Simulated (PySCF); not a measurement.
A calculated (UHF, PySCF 2.14, aug-cc-pV(D+d)Z, the non-relativistic Hamiltonian (point nucleus)) atom or ion has these occupied shells.

| shell | electrons | orbital energy (eV) | rms radius, mean of both spins (bohr) |
| --- | --- | --- | --- |
| 1s α | 1 | -2530.6 | 0.113 |
| 1s β | 1 | -2530.0 | 0.113 |
| 2s α | 1 | -271.19 | 0.517 |
| 2s β | 1 | -270.53 | 0.517 |
| 2p α | 3 | -208.18 | 0.491 |
| 2p β | 3 | -207.02 | 0.491 |
| 3s α | 1 | -48.503 | 1.72 |
| 3s β | 1 | -41.855 | 1.72 |
| 3p α | 2 | -34.691 | 1.91 |

**Question.** Name the element and its charge.

**Answer.** S²⁺ (sulfur, charge +2), in [Ne] 3s2 3p2, high-spin 3P determinant.
